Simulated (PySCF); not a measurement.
A GIAO shielding run with PySCF (density fitting, non-relativistic, gas phase) on `[C@@H]1(F)C[C@@H]([SiH3])[Si@H](S)C1`, C$_{4}$H$_{11}$FSSi$_{2}$:

```
$ OMP_NUM_THREADS=1 python probes_run.py task.json out

{"job": {"kind": "nmr", "xc": "PBE0", "basis": "pcSseg-1"}, "charge": 0, "multiplicity": 1}
F     -1.437596    -0.217787     2.048053
C     -1.153094    -1.065024     0.984369
C      0.356305    -1.075374     0.765165
C      0.795689     0.309345     0.274060
Si     2.533298     0.296200    -0.501716
Si    -0.653439     0.874186    -0.829712
S     -1.371928     2.845113    -0.358562
C     -1.832386    -0.514488    -0.261010
H     -1.537625    -2.047390     1.285542
H      0.576052    -1.837960     0.015719
H      0.868180    -1.349003     1.689173
H      0.832543     0.974467     1.143537
H      2.518812    -0.607521    -1.655522
H      3.494187    -0.196787     0.488365
H      2.880130     1.653143    -0.918030
H     -0.433304     0.895443    -2.269384
H     -1.698950     2.573428     0.896638
H     -2.845260    -0.196074    -0.022749
H     -1.901418    -1.304667    -1.004861
```

Hardware: 1 thread of an Arm Neoverse V1, shared host. The job also computes population analyses, field gradients, ring-centre shieldings.

Q: How large is the calculation?

A: 88 electrons, 212 basis functions and 1170 auxiliary functions.

Q: How long does it take, and how much memory does it need?

A: 47 s of wall time, with 12 SCF cycles and 4 response iterations; peak memory 1 GiB. Times on a shared host scatter by some tens of per cent.
